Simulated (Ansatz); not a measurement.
Start from `CCB(O)S` and change one atom or group to get `CCB(N)O`.

Ansatz, PBE0-D4/def2-TZVP geometries, multiplicity 1. Each molecule was computed in one conformer, which needn't be the lowest.

| property | `CCB(O)S` |
| --- | --- |
| size of the dipole moment (B3LYP/def2-TZVPP) / D | 0.30 |
| LUMO energy (B3LYP/def2-TZVPP) / eV | -0.16 |
| LUMO energy (PBE0/def2-TZVPP) / eV | 0.17 |
| LUMO energy (PBE/def2-TZVPP) / eV | -0.73 |
| HOMO–LUMO gap (ωB97M-V/def2-TZVPP) / eV | 11.58 |
| zero-point energy (PBE0-D4/def2-TZVP) / kJ/mol | 248.5 |

Q: What does the change do to each property? (An estimate is asked.)

A: Computed: 
```tsv
property	`CCB(N)O`	shift
size of the dipole moment (B3LYP/def2-TZVPP) / D	2.53	2.23
LUMO energy (B3LYP/def2-TZVPP) / eV	0.27	0.43
LUMO energy (PBE0/def2-TZVPP) / eV	0.64	0.47
LUMO energy (PBE/def2-TZVPP) / eV	-0.17	0.56
HOMO–LUMO gap (ωB97M-V/def2-TZVPP) / eV	12.13	0.55
zero-point energy (PBE0-D4/def2-TZVP) / kJ/mol	293.9	45.4
```

With PBE0 the HOMO falls by 0.15 eV and the LUMO rises by 0.47 eV, so the gap widens by about 0.62 eV. PBE moves the HOMO by 0.08 eV and ωB97M-V by -0.35 eV. The zero-point energy changes by 45.4 kJ/mol with +3 modes. Dipoles are sizes alone; their direction can turn.

B3LYP here is the variant with VWN-RPA as its local correlation; programs differ in this.
